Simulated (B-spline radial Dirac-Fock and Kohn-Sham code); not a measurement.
**The L3 (2p3/2) hole of nickel ions: width and yield against charge**

Calculated with a radial B-spline solver, using independent-particle radiative and Coulomb Auger rates from relativistic LDA hole-state orbitals, with Dirac-Fock energies. Tabulated ground configurations, configuration averages; single configurations, so decays that open only by mixing (as 1s 2s² with 1s 2p² in Be-like ions) are missing and such tiny yields are far too low.

```csv
ion,configuration,radiative (eV),non-radiative (eV),yield
Ni,[Ar] 3d8 4s2,0.00429,0.545,0.00781
Ni⁺,[Ar] 3d9,0.00447,0.557,0.00796
Ni²⁺,[Ar] 3d8,0.00436,0.552,0.00784
Ni³⁺,[Ar] 3d7,0.00418,0.541,0.00767
Ni⁴⁺,[Ar] 3d6,0.00393,0.524,0.00743
Ni⁵⁺,[Ar] 3d5,0.00358,0.502,0.00709
Ni⁶⁺,[Ar] 3d4,0.00315,0.475,0.00659
Ni⁷⁺,[Ar] 3d3,0.00261,0.445,0.00584
Ni⁸⁺,[Ar] 3d2,0.00197,0.414,0.00474
Ni⁹⁺,[Ar] 3d1,0.00122,0.387,0.00314
Ni¹⁰⁺,[Ne] 3s2 3p6,0.000341,0.365,0.000932
Ni¹³⁺,[Ne] 3s2 3p3,0.000394,0.114,0.00344
Ni¹⁴⁺,[Ne] 3s2 3p2,0.000413,0.0571,0.00719
Ni¹⁵⁺,[Ne] 3s2 3p1,0.000433,0.0195,0.0218
Ni¹⁶⁺,[Ne] 3s2,0.000454,0.00433,0.0948
Ni¹⁷⁺,[Ne] 3s1,0.000234,0,1.00
```
